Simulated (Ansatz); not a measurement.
Basis-set extrapolation for AlClH5NSi (`[AlH2][NH][SiH2]Cl`) (PBE0-D4/def2-TZVP geometry, frozen core, Ansatz). Multiplicity 1, RHF reference.

```csv
,def2-TZVPP,def2-QZVPP
HF,-1047.883064,-1047.915495
MP2 correlation,-0.604103,-0.654557
CCSD(T) correlation,-0.679051,not run
```

Energies in hartree. Use E(X) = E(∞) + A·exp(−7.88·√X) for Hartree–Fock and E(X) = E(∞) + B·X^(−2.97) for correlation, with X = 3 and 4, and add CCSD(T) minus MP2 of the smaller set to the MP2 limit.

Q: What is the CCSD(T) energy at the basis-set limit?

A: HF limit: -1047.915495 + (-0.032431) × 0.13774 = -1047.91996. MP2 limit: -0.654557 + (-0.050454) × 0.74074 = -0.69193. Higher-order term: -0.679051 − (-0.604103) = -0.07495. Total: -1048.68684 hartree, 327.5 kJ/mol below CCSD(T)/def2-TZVPP.
